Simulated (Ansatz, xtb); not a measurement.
C6H5FSi: which of two isomers lies lower

Structure I: `C#CC1=CC=C[Si@@H]1F`, a singlet. Structure II: `C#C/C=C(\C#C)[SiH2]F`, a singlet. Both are isolated molecules in the gas phase, relaxed with B3LYP-D3(BJ)/def2-SVP; the shapes shown needn't be the lowest conformers.

I (Å):

```xyz
13

C    -1.9976   -1.2877   -3.2761
C    -0.9203   -0.8919   -2.8714
C     0.3388   -0.4042   -2.4595
C     0.9170   -0.5932   -1.2402
C     2.2526    0.0143   -1.0290
C     2.7955    0.7119   -2.0534
F     1.0197    2.0093   -4.0061
Si    1.5951    0.5795   -3.4786
H    -2.9505   -1.6396   -3.6229
H     0.4387   -1.1637   -0.4384
H     2.7485   -0.1215   -0.0618
H     3.7754    1.1870   -1.9846
H     2.0933   -0.1430   -4.6759
```

II (Å):

```xyz
13

C    -2.2382   -0.7522   -2.3482
C    -1.0375   -0.9186   -2.4351
C     0.3596   -1.1347   -2.5398
C     1.3107   -0.1630   -2.4294
C     1.0180    1.2061   -2.1925
C     0.8607    2.3953   -1.9918
F     3.1830   -2.2230   -2.8585
Si    3.1246   -0.6129   -2.5926
H    -3.2978   -0.5972   -2.2701
H     0.6885   -2.1634   -2.7234
H     0.6954    3.4411   -1.8139
H     3.8635   -0.3138   -1.3397
H     3.7442    0.0802   -3.7507
```

Q: Estimate E(II) − E(I) at the level CCSD(T)/def2-SVP + ΔMP2/def2-TZVPP.

A: Calculated at CCSD(T)/def2-SVP + ΔMP2/def2-TZVPP: E(II) − E(I) = +149.7 kJ/mol, so structure I lies lower.

The same difference at several levels:

```tsv
level	geometry	E(II) − E(I) (kJ/mol)	departure from the last row (kJ/mol)	job, with rough time for the two
GFN2-xTB	GFN2-xTB	+83.3	−66.3	optimisation, 0.2 s
HF/STO-3G	GFN2-xTB	+204.2	+54.5	single point, 0.44 s
r2SCAN-D4/def2-SVP	GFN2-xTB	+165.5	+15.9	single point, 3.8 s
B3LYP-D3(BJ)/def2-SVP	B3LYP-D3(BJ)/def2-SVP	+151.4	+1.7	optimisation, 41 s
HF/def2-SVP	B3LYP-D3(BJ)/def2-SVP	+142.5	−7.2	part of the CCSD(T) run
MP2/def2-SVP	B3LYP-D3(BJ)/def2-SVP	+142.3	−7.3	part of the CCSD(T) run
CCSD(T)/def2-SVP	B3LYP-D3(BJ)/def2-SVP	+146.8	−2.9	single point
CCSD(T)/def2-SVP + ΔMP2/def2-TZVPP	B3LYP-D3(BJ)/def2-SVP	+149.7		single point, 91 s
```

As drawn, II has 1 C≡C, 1 Si–H in place of 1 C=C, 1 C–Si, 1 C–H. Structure I has a 5-membered ring, II no ring.

None of the levels shown reverses the order. The largest departure from CCSD(T)/def2-SVP + ΔMP2/def2-TZVPP is that of GFN2-xTB, 66.3 kJ/mol. The last row adds to CCSD(T) the change of the MP2 difference between the two basis sets, here +2.9 kJ/mol.

With thermal terms from frequencies at re-optimised GFN2-xTB minima (ideal gas, soft modes damped towards free rotors, one conformer each, 298.15 K, 1 atm): the zero-point term adds −14.6 kJ/mol; ΔH is +139.3 and ΔG +129.4 kJ/mol.

The correlated steps freeze 12 core orbitals. Mirror images aren't counted in ΔG. Run with Ansatz 0.2.0, xtb 6.7.1; the last row on 4 threads of Arm Neoverse V1 on a shared host.
